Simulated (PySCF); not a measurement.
Computed with PBE-D3(BJ)/def2-TZVP // B3LYP-D3(BJ)/def2-TZVP in PySCF 2.14.0. Isolated molecules, 0 K electronic values unless said otherwise. 

Reference species (SMILES): `[CH3][In]([CH3])[CH3]` (neutral, multiplicity 1).

```json
{
 "dipole_moment": "0.01 D"
}
```

Changed species: `[CH3][InH][CH3]` (whole molecule; the reference has whole molecule).

Problem. What does the change do to the dipole moment?

Solution. the dipole moment rises by 0.58 D, to 0.59 D.
